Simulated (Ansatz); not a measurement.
CH5GeNO2, SMILES `[NH2][Ge]1([OH])[CH2][O]1`. Total charge 0; spin multiplicity 1.

Z-matrix (Å, degrees):
```
Ge
O 1 1.762
C 1 1.882 2 125.2
N 1 1.800 2 105.3 3 175.9
O 1 1.808 2 112.9 3 -52.3
H 2 0.961 1 111.1 3 33.7
H 3 1.090 1 121.0 2 14.7
H 3 1.090 1 121.2 2 167.0
H 4 1.008 1 116.7 2 -142.0
H 4 1.010 1 113.6 2 -10.9
```

Task: List the harmonic frequencies (cm⁻¹, unscaled) at PBE0-D4/def2-TZVP in Ansatz. (An estimate is asked.)

Result: The calculation gave: 130, 183, 197, 215, 235, 286, 458, 571, 638, 730, 746, 761, 896, 943, 984, 1107, 1143, 1470, 1568, 3071, 3147, 3584, 3688, 3883.

Task: Is this a minimum?

Result: Yes, all 24 modes are real.

Task: Give the ideal-gas thermochemistry at 298.15 K and 1 bar (rigid rotor, harmonic oscillator; point group C1, symmetry number 1).

Result: Zero-point energy 183.2 kJ/mol; H(298) − E = 204.6 kJ/mol; entropy 345.6 J/(mol·K), of which translation 170.1, rotation 110.0, vibration 65.6; G(298) − E = 101.6 kJ/mol.
